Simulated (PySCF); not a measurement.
A structure optimised at ωB97X-D3(BJ)/def2-SVP, used in a PySCF frequency run:

```xyz
9

C      0.5294     1.5158    -2.5007
C      0.2051     0.9065    -1.5031
Si    -0.2687     0.0026     0.0000
F     -1.8699    -0.2076     0.0000
Cl     0.5966    -1.8440     0.0000
C      0.2051     0.9065     1.5031
C      0.5294     1.5158     2.5007
H      0.8167     2.0561    -3.3880
H      0.8167     2.0561     3.3880
```
Charge 0, spin multiplicity 1.

**Question.** Write its SMILES, formula and point group.

**Answer.** C#C[Si](F)(Cl)C#C, C4H2ClFSi, Cs

**Question.** What are its rotational constants (standard atomic weights)?

**Answer.** 1.7157, 1.5915, 1.1691 GHz
